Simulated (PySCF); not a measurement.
Molecule: SMILES C(F)(F)(F)[SiH3], CH$_{3}$F$_{3}$Si.

Molfile (atoms numbered from 1):
```
CH3F3Si
     RDKit          3D

  8  7  0  0  0  0  0  0  0  0999 V2000
    1.6212   -0.1695   -1.0074 F   0  0  0  0  0  0  0  0  0  0  0  0
    0.9427   -0.0072    0.1371 C   0  0  0  0  0  0  0  0  0  0  0  0
    1.3605    1.1423    0.6891 F   0  0  0  0  0  0  0  0  0  0  0  0
    1.3082   -1.0006    0.9606 F   0  0  0  0  0  0  0  0  0  0  0  0
   -0.9682    0.0094   -0.1569 Si  0  0  0  0  0  4  0  0  0  0  0  0
   -1.2687    1.1105   -1.1110 H   0  0  0  0  0  0  0  0  0  0  0  0
   -1.3574   -1.3116   -0.7198 H   0  0  0  0  0  0  0  0  0  0  0  0
   -1.6203    0.2455    1.1591 H   0  0  0  0  0  0  0  0  0  0  0  0
  1  2  1  0
  2  3  1  0
  2  4  1  0
  2  5  1  0
  5  6  1  0
  5  7  1  0
  5  8  1  0
M  END
```

Geometry PBE0-D3(BJ)/def2-SVP throughout; GIAO in PySCF 2.14, gas phase, one conformer, non-relativistic; equivalent atoms averaged; basis pcSseg-2.

Task: How do the absolute shieldings σ depend on the functional? (ppm; last column core-seconds on shared hosts with different chips, so compare them loosely; the GGAs took longer than the global hybrids here, which isn't the general rule, and the cause wasn't traced)

Result: 
```tsv
functional	kind	F1/F3/F4	C2	Si5	H6/H7/H8	core-s
HF	Hartree–Fock	293.0	71.9	444.4	27.73	17
LDA	LDA	213.9	31.8	385.3	26.47	45
PBE	GGA	219.9	35.3	401.4	27.05	57
BLYP	GGA	221.5	30.2	389.4	27.31	63
BP86	GGA	221.7	35.5	399.2	27.11	49
OPBE	GGA	230.4	46.0	426.2	27.15	47
KT2	GGA	218.7	43.4	428.5	27.09	58
KT3	GGA	227.3	44.5	431.6	27.41	62
B97-D	GGA	231.4	38.8	410.8	27.39	51
B3LYP	global hybrid	239.0	38.8	398.8	27.35	26
PBE0	global hybrid	242.2	45.7	412.6	27.16	37
mPW1PW91	global hybrid	243.6	45.0	410.6	27.23	36
WP04	global hybrid	248.1	28.7	392.6	27.98	17
B97-2	global hybrid	245.5	46.7	417.3	27.35	18
BHandHLYP	global hybrid	261.3	51.4	414.1	27.45	17
CAM-B3LYP	range-separated hybrid	245.6	42.5	401.2	27.27	23
wB97X-D	range-separated hybrid	248.3	46.5	410.4	27.28	22
LC-wPBE	range-separated hybrid	252.1	47.4	412.8	27.26	29
```

Task: Which nucleus moves most, in ppm?

Result: F1/F3/F4 (fluorine of a CF3 group): from 213.9 ppm with LDA to 293.0 ppm with HF. The smallest spread is 1.51 ppm, at H6/H7/H8. Proton shifts span only some 12 ppm, so a few tenths of a ppm matter as much there as several ppm in carbon.
